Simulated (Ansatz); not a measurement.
Born–Oppenheimer molecular dynamics of CH4Cl2Sn (8 atoms, charge 0, multiplicity 1). It starts from a relaxed structure.

Theory: RHF/def2-SVP (Ansatz).

| Item | Value |
| --- | --- |
| ensemble | NVE (Milne-controlled integrator) |
| time step | 1 fs |
| steps asked | 100 |
| starting velocities drawn for | 400 K |
| masses | H 2.014 u |
| seed | 842633 |

First frame:

```xyz
8
Properties=species:S:1:pos:R:3
Sn -0.031 0.043 0.061
H 0.030 -0.177 1.741
Cl 2.191 0.042 -0.713
C -1.021 1.763 -0.731
H -2.082 1.549 -0.851
H -0.894 2.612 -0.059
H -0.587 2.003 -1.700
Cl -1.042 -1.877 -0.848
```

Q: What does the run give?

A: All steps were run.

```
steps done                                               : 100
time covered                                             : 100 fs
mean temperature over the second half                    : 171 K
spread of the potential energy over the second half      : 4.3 meV per atom
mean potential energy of the second half above the start : 22.2 meV per atom
```

The conserved energy stayed within 0.071 meV per atom of its start (net change -0.01 meV per atom), so the integration is sound. Over the second half the temperature averaged 0.43 of the 400 K drawn at the start: a run that starts near a minimum puts about half its kinetic energy into the potential. A run of 0.1 ps of so small a system gives no equilibrium averages.

Q: What happens to the structure?

A: The same pairs are bonded in the first frame and the last. Pairs count as bonded within 1.25 times the sum of covalent radii (0.12 Å more for H–H). Another seed would give other details.

Q: How do temperature and energy run in time?

A: 
```tsv
time (fs)	T (K)	potential energy less start (eV)	conserved less start (meV/atom)
0	400	0.000	0.00
3	261	0.108	-0.03
6	219	0.141	0.04
9	154	0.191	0.03
12	253	0.114	-0.02
15	309	0.070	-0.05
18	225	0.136	0.00
21	204	0.153	0.04
24	126	0.212	0.00
27	277	0.095	-0.04
30	255	0.112	-0.05
33	265	0.105	0.01
36	135	0.206	0.02
39	106	0.228	-0.01
42	221	0.139	-0.03
45	216	0.143	-0.03
48	253	0.114	0.01
51	93	0.238	0.00
54	151	0.193	-0.01
57	154	0.191	-0.03
60	214	0.144	-0.03
63	162	0.184	-0.02
66	84	0.245	0.01
69	162	0.185	0.02
72	145	0.198	-0.02
75	270	0.101	-0.03
78	177	0.173	-0.01
81	161	0.186	0.02
84	147	0.196	0.01
87	192	0.161	-0.04
90	237	0.126	-0.04
93	164	0.183	0.00
96	197	0.158	0.04
99	189	0.163	0.00
```

Time of the run: 4.3 min on 1 thread of Arm Neoverse V1, on a shared host, peak memory 0.2 GiB.
